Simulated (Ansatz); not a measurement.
Species: C$_{2}$H$_{4}$N, charge -1, multiplicity 1. It need not be the lowest isomer of its formula. Whether it binds its extra electron was not tested at this geometry. 
Structure (B3LYP-D3(BJ)/def2-TZVP (Ansatz, a quantum-chemistry and plane-wave program) minimum search):
```
N
C 1 1.2957
H 2 1.1367 1 106.21
C 1 1.4597 2 114.54 3 -180.00
H 4 1.1018 1 110.41 2 121.40
H 4 1.1018 5 106.25 1 -119.75
H 4 1.1060 5 108.70 6 -116.83
```
Charge -1, spin multiplicity 1.

Basis-set convergence of Hartree-Fock and CCSD correlation energies (hartree) with Ansatz. Correlated levels leave the core frozen unless marked. No spin-orbit coupling. Non-relativistic. This anion needs diffuse functions, which these sets lack.

```json
[
 {"basis": "cc-pVDZ", "functions": "-", "E(HF)": "-132.39641", "E(corr, CCSD)": "-0.47897"},
 {"basis": "cc-pVTZ", "functions": "146", "E(HF)": "…", "E(corr, CCSD)": "…"}
]
```

Question: What belongs in the gaps?

Answer: 
- cc-pVTZ, E(HF): -132.44262
- cc-pVTZ, E(corr, CCSD): -0.57509
